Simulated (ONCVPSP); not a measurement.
S (Z = 16): excitation energies, all-electron against ONCV

* Element: sulfur (S)
* Generator: ONCVPSP 4.0.1
* Type: optimised norm-conserving Vanderbilt (ONCV)
* Functional: LDA (Perdew-Wang 92)
* Relativity: scalar-relativistic
* Frozen core: [Ne]
* Valence charge: 6
* Reference configuration: 3s1.5 3p4.5
* Partial waves: 3s: rc 1.55 bohr, ncon 4, nbas 9, qcut 4.3 1/bohr, 1 projector; 3p: rc 1.65 bohr, ncon 4, nbas 7, qcut 5.6 1/bohr, 1 projector; d scattering state at 0.31 Ha: rc 1.45 bohr, ncon 3, nbas 7, qcut 5.9 1/bohr, 2 projectors, debl 3.6 Ha
* Local potential: polynomial inside 1.35 bohr (lpopt 1, dvloc0 2 Ha)
* Core correction: Teter function, fcfact 3.5, rcfact 1.5

Energies are relative to the spin-unpolarised reference configuration 3s1.5 3p4.5; without spin polarisation the order of configurations can differ from experiment.

Give the all-electron excitation energy and the error of the potential for: 3s2 3p4; 3s2 3p3; 3s2 3p2; 3s2 3p0.

| valence configuration | charge | ΔE all-electron (eV) | error AE − PS (meV) |
| --- | --- | --- | --- |
| 3s2 3p4 | 0 | -5.104 | -0.7 |
| 3s2 3p3 | +1 | 6.754 | +2.7 |
| 3s2 3p2 | +2 | 29.123 | +26 |
| 3s2 3p0 | +4 | 110.259 | +226 |
